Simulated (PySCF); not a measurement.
Al(Cl)2(OSiH3), SMILES [SiH3][O][Al]([Cl])[Cl] at its B3LYP/def2-SVP optimised geometry (Å):

```
8

Al     1.9228    -0.3572     0.0102
Cl     2.9653    -1.0902     1.6669
Cl     2.9914     0.3673    -1.6334
O      0.2440    -0.3506     0.0000
Si    -1.4137    -0.3506     0.0000
H     -1.9164     1.0531     0.0000
H     -1.9228    -1.0509     1.2137
H     -1.9178    -1.0531    -1.2146
```

Computed with B3LYP/def2-TZVP (PySCF 2.14.0).

Map of the deformation density (molecule minus spherical neutral atoms) (e/bohr³) on the plane z = 0.6 Å:

```
|333333333333333333333333333|
|333333333333333333333333333|
|333333333333333333333333333|
|333333333333333333333333333|
|333332222222222222222222333|
|333222222222222222222222223|
|332222222222222222222222222|
|322222222222222222222222222|
|222222222222222222222222222|
|222222333222222222222222222|
|222223444322222222111222222|
|222223454211223322101122222|
|222222332101233432000122222|
|222222221002445542111222222|
|222222343102556652123333322|
|222223587312455542124554332|
|222223698312334432124554333|
|222223575311233322123444333|
|222223343222222222223343333|
|222222222222222222222333333|
|222222222222222222222233333|
|322222222222222222222222222|
|332222222222222222222222223|
|333222222222222222222222233|
|333332222222222222222222333|
|333333333333333332222333333|
|333333333333333333333333333|
```
Scale: ten equal steps from -0.020 (start of '0') to 0.045 (end of '9'), in the order '0123456789'; x runs from -4.00 to 4.00, y from -4.00 (bottom) to 4.00 (top).
